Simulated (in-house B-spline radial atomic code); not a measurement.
Values are calculated unless marked as measured or tabulated.
## Ba in an electron gas of r_s = 1.65: phase shifts, screening and friction

A nucleus sits in a uniform electron gas with a rigid positive background. The Kohn-Sham equations are solved self-consistently in the spin-unpolarised LDA (PW92), non-relativistic, on B-splines with outgoing waves at the boundary and partial waves to l = 8. The model has no lattice, no bands and no magnetic solution. Atomic units; δ_l are the phase shifts at the Fermi level, counted so that each bound state adds π, and good to about 0.0005. Heavy atoms are models without relativity.

The density parameter is r_s = 1.65 bohr.

| l | δ_l (rad) |
| --- | --- |
| 0 | 13.4582 |
| 1 | 11.0453 |
| 2 | 7.3353 |
| 3 | 0.6103 |
| 4 | 0.0333 |
| 5 | 0.0082 |
| 6 | 0.0022 |
| 7 | 0.0007 |
| 8 | 0.0003 |

Bound levels below the band bottom (hartree): s -7.328, p -5.574, d -2.524, s -0.4469, p -0.05905 and deeper ones.

(1) Check the Friedel sum rule, and say where the screening charge sits.

(2) Find the transport cross section and the electronic stopping of a 1 keV Ba ion (mass 137.33 u).

Answers

(1) k_F = (9π/4)^(1/3)/r_s = 1.16313. The rule is Z = (2/π) Σ (2l + 1) δ_l. The terms are s 8.568, p 21.095, d 23.349, f 2.720 and 0.276 beyond, in all 56.008 against Z = 56. Bound states hold 10 s, 24 p, 20 d electrons, so the scattering states carry 2.01 in all; where a term is smaller than its bound count, the bound level has drawn weight out of the band.

(2) σ_tr = (4π/k_F²) Σ (l + 1) sin²(δ_l − δ_(l+1)). The terms for l = 0 to 3 are 0.4434, 0.5795, 0.5485, 1.1903, all together 2.7651, so σ_tr = 9.289 × 2.7651 = 25.684 bohr². With n = 3/(4π r_s³) = 0.05314, the friction coefficient is Q = n k_F σ_tr = 1.5877. For v well below v_F = 1.163, dE/dx = Q v; with 24801 eV per u at v = 1, v = √(1000/(24801 × 137.33)) = 0.0171, so dE/dx = 0.02720 hartree/bohr = 14 eV/nm. The largest term couples the f and g waves.
